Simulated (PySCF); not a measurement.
**F(3+) (fluorine, charge +3) across methods**

[He] 2s2 2p2, high-spin 3P determinant. Computed with PySCF 2.14 in dyall-av2z (11s7p2d, 42 functions), with no relativity, point nucleus.

```
   method  E (hartree)  mean ε 2s α (eV)  mean ε 2s β (eV)  mean ε 2p α (eV)  Σ⟨r²⟩ (bohr²)   ⟨S²⟩
BHandHLYP     -95.5075           -100.79           -92.718           -81.912          3.570  2.002
      PBE     -95.4111           -92.915           -87.667           -75.052          3.581  2.001
      UHF    -95.32147           -108.22           -96.103           -88.093          3.564  2.003
     MN15     -95.4877           -96.425           -91.512           -78.970          3.575  2.000
      LDA     -94.8321           -92.535           -87.408           -74.903          3.598  2.001
    wB97X     -95.5112           -99.093           -92.911           -80.695          3.554  2.002
   r2SCAN     -95.4722           -94.627           -88.046           -76.389          3.565  2.002
     PBE0     -95.4281           -96.948           -90.200           -78.480          3.572  2.001
```

Estimate the same row for M06-L.

E (hartree) = -95.5097; mean ε 2s α (eV) = -94.334; mean ε 2s β (eV) = -88.467; mean ε 2p α (eV) = -76.043; Σ⟨r²⟩ (bohr²) = 3.544; ⟨S²⟩ = 2.002.
